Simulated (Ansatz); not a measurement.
Basis-set extrapolation for CH4AlNO (`[OH][Al]1[CH2][NH]1`) (PBE0-D4/def2-TZVP geometry, frozen core, Ansatz 0.2.0). Multiplicity 1, RHF reference.

|  | def2-TZVPP | def2-QZVPP |
| --- | --- | --- |
| HF | -411.514861 | -411.530559 |
| MP2 correlation | -0.695296 | -0.746699 |
| CCSD(T) correlation | -0.742102 | not run |

Energies in hartree. Use E(X) = E(∞) + A·exp(−7.88·√X) for Hartree–Fock and E(X) = E(∞) + B·X^(−2.97) for correlation, with X = 3 and 4, and add CCSD(T) minus MP2 of the smaller set to the MP2 limit.

What is the CCSD(T) energy at the basis-set limit?

HF limit: -411.530559 + (-0.015698) × 0.13774 = -411.53272. MP2 limit: -0.746699 + (-0.051403) × 0.74074 = -0.78478. Higher-order term: -0.742102 − (-0.695296) = -0.04681. Total: -412.36431 hartree, 67.4 kcal/mol below CCSD(T)/def2-TZVPP.
